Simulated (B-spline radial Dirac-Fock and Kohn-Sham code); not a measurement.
# Ionisation of each subshell: Pr²⁰⁺

System: praseodymium as Pr²⁰⁺, configuration [Kr] 4d3; nuclear rms radius 4.8919 fm (A = 141).

Method: Dirac-Fock ΔSCF + Breit + QED. Computed with a radial B-spline solver. Correlation energy is missing from these numbers. Energies are counted from the vacuum level.

All terms are in eV, carry their sign (relaxation lowers the binding energy) and add up to the binding energy; ⟨r⟩ is the mean radius of the orbital in the initial state.

| subshell | −ε (Koopmans) | relaxation | Gaunt | retardation | self-energy | vacuum polarisation | binding energy | ⟨r⟩ (bohr) |
| --- | --- | --- | --- | --- | --- | --- | --- | --- |
| K | 42772.6 | -57.48 | -119.56 | 10.17 | -66.02 | 10.01 | 42549.7 | 0.024 |
| L1 | 7444.1 | -25.59 | -11.90 | 0.77 | -8.58 | 1.21 | 7400.0 | 0.102 |
| L2 | 7048.6 | -29.33 | -20.71 | 2.30 | 0.41 | -0.01 | 7001.2 | 0.086 |
| L3 | 6564.5 | -27.64 | -14.78 | 2.84 | -0.37 | -0.06 | 6524.5 | 0.092 |
| M1 | 2059.1 | -7.03 | -2.01 | 0.11 | -1.86 | 0.25 | 2048.6 | 0.269 |
| M2 | 1890.9 | -7.60 | -3.60 | 0.38 | 0.08 | 0.00 | 1880.1 | 0.259 |
| M3 | 1791.5 | -7.05 | -2.43 | 0.50 | -0.07 | -0.02 | 1782.4 | 0.271 |
| M4 | 1502.2 | -8.72 | -1.36 | 0.11 | 0.17 | -0.02 | 1492.3 | 0.243 |
| M5 | 1481.0 | -8.48 | -0.85 | 0.12 | 0.11 | -0.02 | 1471.9 | 0.246 |
| N1 | 792.8 | -1.02 | -0.51 | 0.04 | -0.48 | 0.07 | 790.9 | 0.586 |
| N2 | 721.8 | -1.05 | -0.88 | 0.10 | 0.02 | 0.00 | 720.0 | 0.594 |
| N3 | 696.4 | -0.95 | -0.59 | 0.14 | -0.01 | 0.00 | 695.0 | 0.614 |
| N4,5 | 587.6 | -0.91 | -0.20 | 0.04 | 0.03 | 0.00 | 586.5 | 0.631 |

For the deepest level, K (1s), the Breit terms make up -0.257 % of the binding energy, QED -0.132 % and orbital relaxation -0.135 %.

Going to the tabulated ground configuration of the next ion removes an electron from N4,5 (4d), computed at 586.5 eV. NIST lists 590 ± 4 eV as the ionisation energy of this species (theoretical), +3.47 eV from the computed value, within the stated uncertainty.
